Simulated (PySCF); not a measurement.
# Atomic charges by several schemes

Compound: C₆H₁₃NSi.
Atom-mapped SMILES: `[CH2:1]=[C:2]1[CH2:3][Si@@H:4]([CH3:5])[NH:6][C@@H:7]1[CH3:8]` (hydrogens: H9, H10 on C1; H11, H12 on C3; H13 on Si4; H14, H15, H16 on C5; H17 on N6; H18 on C7; H19, H20, H21 on C8)

Geometry (GFN2-xTB, Å), atoms numbered from 1 in this order:
```xyz
21
C6H13NSi angstrom
C     -1.579    1.311    1.658
C     -0.841    0.722    0.733
C      0.394    1.316    0.128
Si     1.388   -0.186   -0.489
C      2.992   -0.575    0.438
N      0.140   -1.280   -0.049
C     -1.144   -0.655    0.196
C     -1.998   -0.558   -1.074
H     -2.454    0.840    2.076
H     -1.344    2.294    2.030
H      0.904    1.954    0.846
H      0.111    1.954   -0.710
H      1.666   -0.065   -1.936
H      3.387   -1.537    0.129
H      3.749    0.171    0.225
H      2.844   -0.607    1.513
H      0.081   -2.240   -0.347
H     -1.694   -1.242    0.944
H     -1.470    0.024   -1.825
H     -2.194   -1.550   -1.477
H     -2.947   -0.076   -0.853
```

Density: PBE0/pcSseg-1 (PySCF); schemes: Mulliken, IAO, Hirshfeld and ESP-fitted. Isolated species at its GFN2-xTB geometry (one conformer only).

Problem. Tabulate the Mulliken, IAO, Hirshfeld and ESP-fitted charges.

Solution. In e:

```
atom                      environment  Mulliken     IAO  Hirshfeld  ESP-fitted
  C1             terminal =CH2 carbon    -0.050  -0.349     -0.121      -0.606
  C2  fully substituted alkene carbon    -0.356  +0.035     +0.014      +0.265
  C3      sp3 carbon bound to silicon    -0.432  -0.564     -0.166      -0.709
 Si4                      SiH silicon    +0.928  +1.028     +0.398      +0.994
  C5                 Si-methyl carbon    -0.626  -0.734     -0.219      -0.802
  N6           silicon-bound nitrogen    -0.620  -0.684     -0.247      -0.987
  C7     sp3 carbon bound to nitrogen    -0.051  +0.004     +0.019      +0.413
  C8                    methyl carbon    -0.180  -0.429     -0.128      -0.515
  H9                 vinylic hydrogen    +0.094  +0.141     +0.040      +0.177
 H10                 vinylic hydrogen    +0.095  +0.144     +0.041      +0.216
 H11               methylene hydrogen    +0.141  +0.155     +0.043      +0.204
 H12               methylene hydrogen    +0.158  +0.159     +0.041      +0.180
 H13                    Si–H hydrogen    -0.117  -0.171     -0.099      -0.217
 H14                  methyl hydrogen    +0.134  +0.155     +0.041      +0.193
 H15                  methyl hydrogen    +0.131  +0.153     +0.039      +0.172
 H16                  methyl hydrogen    +0.141  +0.160     +0.044      +0.204
 H17                     N–H hydrogen    +0.178  +0.252     +0.113      +0.407
 H18                 methine hydrogen    +0.112  +0.132     +0.037      +0.024
 H19                  methyl hydrogen    +0.108  +0.136     +0.037      +0.140
 H20                  methyl hydrogen    +0.105  +0.135     +0.037      +0.127
 H21                  methyl hydrogen    +0.110  +0.142     +0.038      +0.120
```

Mean size of the charges over all atoms: ESP-fitted 0.365 e, IAO 0.279 e, Mulliken 0.232 e, Hirshfeld 0.093 e. Each set sums to the total charge, 0, to within 0.001 e. The Mulliken scheme counts on each atom the diagonal of the density matrix times the overlap matrix over that atom's basis functions.

Lowest charge. The schemes don't all agree: Mulliken C5 (-0.626); IAO C5 (-0.734); Hirshfeld N6 (-0.247); ESP-fitted N6 (-0.987).

Highest charge. All schemes agree: Mulliken Si4 (+0.928); IAO Si4 (+1.028); Hirshfeld Si4 (+0.398); ESP-fitted Si4 (+0.994).

Problem. How many electrons does the IAO scheme count on C5?

Solution. Z − q = 6 − (-0.734) = 6.734.

Problem. How closely do the schemes follow one another over all atoms?

Solution. Correlation coefficient and root-mean-square difference: IAO with Hirshfeld 0.99, 0.249 e; IAO with ESP-fitted 0.96, 0.149 e; Hirshfeld with ESP-fitted 0.95, 0.340 e; Mulliken with IAO 0.94, 0.132 e; Mulliken with Hirshfeld 0.93, 0.206 e; Mulliken with ESP-fitted 0.85, 0.256 e.

These values come from a run that also computed NMR shieldings. Hardware: one thread of an AMD EPYC 9R45 (shared host). Cost: 19 s, 1.0 GiB resident at most.
